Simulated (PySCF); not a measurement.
PySCF input:

```python
from pyscf import gto, scf, dft

mol = gto.M(
    atom='''
    Si   -0.00000000   -0.00000000   -1.14275119
    Cl    0.00000000    0.00000000    0.94108922
    ''',
    basis='def2-tzvpd',
    charge=0,
    spin=1,
    symmetry='C2v',
    verbose=4,
)

mf = dft.UKS(mol, xc='bp86').density_fit(auxbasis='def2-universal-jkfit')
mf.grids.level = 3
mf.conv_tol = 1e-9
mf.max_cycle = 100
mf.max_memory = 1500
mf.kernel()
if not mf.converged:
    mf = mf.newton()
    mf.kernel(mf.make_rdm1())
mf.analyze()
```

**Question.** What final total energy does it print?

**Answer.** -749.75662 Eh (BP86/def2-TZVPD).
